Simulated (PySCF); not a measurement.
CHF2 (SMILES F[CH-]F), charge -1, singlet, at a GFN2-xTB geometry; CCSD/pcseg-1 (PySCF).

Here is a job for PySCF.
```python
from pyscf import gto, scf, cc

mol = gto.M(
    atom='''
C    -0.12204909   -0.00422136    0.64509125
F    -0.02347795    1.13289904   -0.27210005
F     0.00314120   -1.13074558   -0.28187669
H     0.91532526    0.00594698    1.11524321
''',
    basis='pcseg-1',
    charge=-1,
    verbose=4,
    cart=True,
)

mf = scf.RHF(mol)
mf.kernel()

mycc = cc.CCSD(mf)
mycc.kernel()
print('E(CCSD) = %.10f' % mycc.e_tot)
```

Output, abridged:

```
PySCF version 2.14.0

[INPUT] verbose = 4
[INPUT] num. atoms = 4
[INPUT] num. electrons = 26
[INPUT] charge = -1
[INPUT] spin (= nelec alpha-beta = 2S) = 0
[INPUT] symmetry False subgroup None
[INPUT] Mole.unit = angstrom
[INPUT] Cartesian GTO integrals (6d 10f)
[INPUT] Symbol           X                Y                Z      unit          X                Y                Z       unit  Magmom
[INPUT]  1 C     -0.122049090000  -0.004221360000   0.645091250000 AA   -0.230639353852  -0.007977214273   1.219045787853 Bohr   0.0
[INPUT]  2 F     -0.023477950000   1.132899040000  -0.272100050000 AA   -0.044366895466   2.140868912383  -0.514194572980 Bohr   0.0
[INPUT]  3 F      0.003141200000  -1.130745580000  -0.281876690000 AA    0.005936007702  -2.136799462762  -0.532669744999 Bohr   0.0
[INPUT]  4 H      0.915325260000   0.005946980000   1.115243210000 AA    1.729714056296   0.011238163468   2.107504229181 Bohr   0.0

nuclear repulsion = 65.4708768232425
number of shells = 11
number of NR pGTOs = 85
number of NR cGTOs = 50
basis = pcseg-1
ecp = {}

******** <class 'pyscf.scf.hf.RHF'> ********
method = RHF
initial guess = minao
damping factor = 0
level_shift factor = 0
DIIS = <class 'pyscf.scf.diis.CDIIS'>
diis_start_cycle = 1
diis_space = 8
diis_damp = 0
SCF conv_tol = 1e-09
SCF conv_tol_grad = None
SCF max_cycles = 50
direct_scf = True
direct_scf_tol = 1e-13
Set gradient conv threshold to 3.16228e-05
Initial guess from minao.
init E= -236.895395537988
  HOMO = -0.160547009951165  LUMO = 0.168529484689418  gap/eV = 8.95463
cycle= 1 E= -237.094823386103  delta_E= -0.199  |g|= 0.617  |ddm|= 1.87
  HOMO = -0.0880903512507478  LUMO = 0.376927690559763  gap/eV = 12.65379
cycle= 2 E= -237.141987528712  delta_E= -0.0472  |g|= 0.412  |ddm|= 0.593
  HOMO = -0.0757046683212934  LUMO = 0.394398583609199  gap/eV = 12.79216
cycle= 3 E= -237.168265271997  delta_E= -0.0263  |g|= 0.0406  |ddm|= 0.225
  HOMO = -0.077126416435199  LUMO = 0.398821921159088  gap/eV = 12.95121
cycle= 4 E= -237.169575241285  delta_E= -0.00131  |g|= 0.0142  |ddm|= 0.119
  HOMO = -0.0785025305155687  LUMO = 0.398741967361326  gap/eV = 12.98648
cycle= 5 E= -237.169789696547  delta_E= -0.000214  |g|= 0.00422  |ddm|= 0.0678
  HOMO = -0.0774031072267434  LUMO = 0.399129810713823  gap/eV = 12.96712
cycle= 6 E= -237.16980669361  delta_E= -1.7e-05  |g|= 0.00109  |ddm|= 0.0223
  HOMO = -0.0776749052236321  LUMO = 0.399143742084552  gap/eV = 12.97490
cycle= 7 E= -237.169807568639  delta_E= -8.75e-07  |g|= 0.00032  |ddm|= 0.00467
  HOMO = -0.0776298356767482  LUMO = 0.399143077408047  gap/eV = 12.97365
cycle= 8 E= -237.169807654262  delta_E= -8.56e-08  |g|= 8.26e-05  |ddm|= 0.00116
  HOMO = -0.0776305895514415  LUMO = 0.399140236070771  gap/eV = 12.97359
cycle= 9 E= -237.169807659163  delta_E= -4.9e-09  |g|= 1.28e-05  |ddm|= 0.000212
  HOMO = -0.0776307581286408  LUMO = 0.399139477997221  gap/eV = 12.97358
cycle= 10 E= -237.169807659287  delta_E= -1.25e-10  |g|= 3.03e-06  |ddm|= 5.44e-05
  HOMO = -0.0776309828753909  LUMO = 0.399139642208199  gap/eV = 12.97359
Extra cycle  E= -237.169807659295  delta_E= -7.16e-12  |g|= 1.38e-06  |ddm|= 8.67e-06
converged SCF energy = -237.169807659295

******** <class 'pyscf.cc.ccsd.CCSD'> ********
CC2 = 0
CCSD nocc = 13, nmo = 50
max_cycle = 50
direct = 0
conv_tol = 1e-07
conv_tol_normt = 1e-05
diis_space = 6
diis_start_cycle = 0
diis_start_energy_diff = 1e+09
Init t2, MP2 energy = -237.691052824634  E_corr(MP2) -0.521245165339114
Init E_corr(CCSD) = -0.521245165340174
cycle = 1  E_corr(CCSD) = -0.517550060591801  dE = 0.00369510475  norm(t1,t2) = 0.0560675
cycle = 2  E_corr(CCSD) = -0.530504359709199  dE = -0.0129542991  norm(t1,t2) = 0.0173473
cycle = 3  E_corr(CCSD) = -0.530666241171096  dE = -0.000161881462  norm(t1,t2) = 0.00874978
cycle = 4  E_corr(CCSD) = -0.53244849862938  dE = -0.00178225746  norm(t1,t2) = 0.00338932
cycle = 5  E_corr(CCSD) = -0.53247893203506  dE = -3.04334057e-05  norm(t1,t2) = 0.000958384
cycle = 6  E_corr(CCSD) = -0.532391557732784  dE = 8.73743023e-05  norm(t1,t2) = 0.000447834
cycle = 7  E_corr(CCSD) = -0.5323890319404  dE = 2.52579238e-06  norm(t1,t2) = 0.0001798
cycle = 8  E_corr(CCSD) = -0.532401452932155  dE = -1.24209918e-05  norm(t1,t2) = 5.02345e-05
cycle = 9  E_corr(CCSD) = -0.532401443410708  dE = 9.52144663e-09  norm(t1,t2) = 2.27521e-05
cycle = 10  E_corr(CCSD) = -0.53240071655336  dE = 7.26857348e-07  norm(t1,t2) = 7.3604e-06
cycle = 11  E_corr(CCSD) = -0.532400750737609  dE = -3.41842487e-08  norm(t1,t2) = 3.05304e-06
CCSD converged
E(CCSD) = -237.7022084100321  E_corr = -0.532400750737609
E(CCSD) = -237.7022084100
```
